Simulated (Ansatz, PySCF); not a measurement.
tin monoxide (OSn), SMILES [O]=[Sn] (connectivity only; charge and spin as stated), neutral, multiplicity 1. Atoms are numbered in the order given.

```xyz
2

Sn     0.0000     0.0000    -0.2398
O      0.0000     0.0000     1.5780
```

The structure is a stationary point at PBE0-D3(BJ)/def2-TZVP. The def2 effective core potentials stand for the cores of Sn; spin–orbit coupling is left out.

Two levels are set side by side: PBE-D3(BJ)/def2-TZVP (Ansatz, a quantum-chemistry and plane-wave program) and PBE0-D3(BJ)/def2-TZVP (Ansatz). Each level has its own optimised geometry; the coordinates shown are those of the second. Frequencies come from the Hessian of PySCF at each geometry. Differences are taken from unrounded values.

| quantity | PBE0-D3(BJ) |
|---|---|
| bond Sn1–O2 (Å) | 1.818 |
| highest harmonic wavenumber (cm⁻¹) | 873 |
| mean harmonic wavenumber (cm⁻¹) | 873 |
| zero-point energy (kcal/mol) | 1.25 |

Task: What does PBE-D3(BJ) give, and how far is it from PBE0-D3(BJ)? (An estimate is asked for; the answer gives what the named calculation found.)

Result: 
| quantity | PBE-D3(BJ) | PBE-D3(BJ) minus PBE0-D3(BJ) |
|---|---|---|
| bond Sn1–O2 (Å) | 1.848 | 0.030 |
| highest harmonic wavenumber (cm⁻¹) | 806 | -67 |
| mean harmonic wavenumber (cm⁻¹) | 806 | -67 |
| zero-point energy (kcal/mol) | 1.15 | -0.10 |
